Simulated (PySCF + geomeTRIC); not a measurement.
Species: [Ti(F)(OH)3] (charge 0, multiplicity 1).

Give a relaxed geometry from BP86-D3(BJ)/def2-SVP (PySCF + geomeTRIC).

This is not unique; one that fits is the end point of this relaxation, one of several conformers.
Z-matrix (Å, degrees):
```
Ti
F 1 1.7723
O 1 1.7962 2 109.05
H 3 0.9738 1 129.58 2 -112.73
O 1 1.7963 2 109.02 3 120.02
H 5 0.9740 1 129.24 2 -114.73
O 1 1.7967 2 108.94 5 119.86
H 7 0.9740 1 129.08 2 -112.92
```
